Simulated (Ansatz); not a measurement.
Species: difluorosilane, sum formula SiH$_{2}$F$_{2}$ (charge 0, singlet). SMILES: F[SiH2]F
Geometry: optimised at B3LYP-D3(BJ)/def2-TZVP (Ansatz, an electronic-structure program).

Wanted: atomisation energy (electronic, to ground-state atoms), in kJ/mol. Correlated levels leave the core frozen unless marked. Open shells are spin-unrestricted. No spin-orbit coupling. Non-relativistic. The coupled-cluster limit lacks core correlation, which all-electron functionals hold. CBS(X,Y): correlation extrapolated as X^-3; Hartree-Fock from the larger set.

| level | program | atomisation energy (kJ/mol) |
|---|---|---|
| revPBE-D4/def2-TZVPD | Ansatz + dftd4 | 1793.2 |
| r2SCAN/def2-TZVPD | Ansatz | 1844.6 |
| B3LYP-D4/def2-TZVPD | Ansatz + dftd4 | ___ |
| PBE0/6-31G* | Ansatz | ___ |
| PBE0/def2-QZVPP | Ansatz | 1810.9 |
| CCSD(T)/CBS(cc-pV(T+d)Z,cc-pV(Q+d)Z) | Ansatz | ___ |

Complete the blanks.


- B3LYP-D4/def2-TZVPD, atomisation energy (kJ/mol): 1836.3
- PBE0/6-31G*, atomisation energy (kJ/mol): 1777.2
- CCSD(T)/CBS(cc-pV(T+d)Z,cc-pV(Q+d)Z), atomisation energy (kJ/mol): 1873.9
